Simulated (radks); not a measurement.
Q: All-electron atom: the gold ion Au33+ in [Kr] 4d10. All-electron calculation, Dirac Kohn-Sham, BP86, spin-unpolarised, spherical densities, point nucleus. Program: a radial shooting solver on a logarithmic mesh with Libxc functionals. Some entries of the table are withheld. Estimate them.

| orbital | occ. | eigenvalue (hartree) | <r> (bohr) |
|---|---|---|---|
| 1s1/2 | 2 | (1) | (2) |
| 2s1/2 | 2 | -569.4208 | 0.07046 |
| 2p1/2 | 2 | -547.8112 | 0.05800 |
| 2p3/2 | 4 | -480.3783 | 0.06656 |
| 3s1/2 | 2 | -170.1854 | 0.1825 |
| 3p1/2 | 2 | -160.5754 | 0.1728 |
| 3p3/2 | 4 | -145.5359 | 0.1880 |
| 3d3/2 | 4 | (3) | 0.1638 |
| 3d5/2 | 6 | (4) | 0.1685 |
| 4s1/2 | 2 | -69.31144 | 0.3824 |
| 4p1/2 | 2 | -65.16247 | 0.3806 |
| 4p3/2 | 4 | -60.83185 | 0.4059 |
| 4d3/2 | 4 | (5) | 0.3986 |
| 4d5/2 | 6 | (6) | 0.4058 |

A: 
(1) 1s1/2 eigenvalue (hartree): -3010.933
(2) 1s1/2 <r> (bohr): 0.01686
(3) 3d3/2 eigenvalue (hartree): -129.6954
(4) 3d5/2 eigenvalue (hartree): -126.4709
(5) 4d3/2 eigenvalue (hartree): -54.10804
(6) 4d5/2 eigenvalue (hartree): -53.21737
